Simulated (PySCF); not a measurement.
Compound: C5H13NP2.
Atom-mapped SMILES: `[CH3:1][P:2]1[CH2:3][CH2:4][P:5]([NH2:6])[CH2:7][CH2:8]1` (hydrogens: H9, H10, H11 on C1; H12, H13 on C3; H14, H15 on C4; H16, H17 on N6; H18, H19 on C7; H20, H21 on C8)

A GFN2-xTB structure was refined with PBE0-D3(BJ)/def2-SVP geometry optimisation, gas phase in PySCF 2.14.0. Its GFN2-xTB values:

```tsv
coordinate	GFN2-xTB
C1–P2	1.849 Å
C1–H9	1.089 Å
P2–C3	1.858 Å
C3–C4	1.527 Å
C3–H12	1.093 Å
C4–P5	1.857 Å
C4–H14	1.093 Å
P5–N6	1.724 Å
P5–C7	1.858 Å
N6–H16	1.017 Å
P2–C3–C4	109.3°
P2–C8–C7	108.8°
C3–P2–C8	96.4°
C3–C4–P5	109.1°
C4–P5–N6	96.3°
C4–P5–C7	96.6°
P5–C7–C8	109.5°
N6–P5–C7	96.4°
```

Problem. How do these coordinates change at the PBE0-D3(BJ)/def2-SVP level?

Solution. 
```tsv
coordinate	PBE0-D3(BJ)/def2-SVP (Å or °)	change
P5–C7	1.874	+0.016
P2–C3	1.871	+0.013
C1–H9	1.101	+0.012
C3–H12	1.104	+0.011
P5–N6	1.714	-0.010
C4–H14	1.102	+0.009
C4–P5	1.862	+0.005
C3–C4	1.523	-0.004
N6–H16	1.018	+0.001
C1–P2	1.850	+0.001
N6–P5–C7	104.2	+7.8
P2–C3–C4	115.2	+5.9
P5–C7–C8	115.2	+5.7
C3–C4–P5	112.1	+3.0
C3–P2–C8	99.1	+2.7
C4–P5–N6	98.5	+2.2
C4–P5–C7	98.5	+1.9
P2–C8–C7	110.5	+1.7
```

The energy falls by 14.1 kcal/mol over 25 energy and gradient evaluations, the largest force component goes from 0.0219 to 4.2e-04 Eh/bohr, and the atoms move by 1.458 Å rms after alignment. The bond that changes most is P5–C7 (three-coordinate phosphorus to sp3 carbon bound to phosphorus), which lengthens by 0.016 Å. Bonds longer at the end by more than 0.005 Å: 14 of 21; shorter: 1. Among the dihedrals that turn most is C7–P5–N6–H16, from 71° to -39°. Rotational constants go from 3049, 995.2, 859.6 to 2525, 967.1, 898.1 MHz.

The run used 185 basis functions and 175 SCF cycles in all. On one thread, Arm Neoverse N1 (shared host), this took 14 min of wall time.

No PBE0-D3(BJ)/def2-SVP frequencies stand behind this structure, so it isn't proved a minimum. The numbers are those of one conformer.
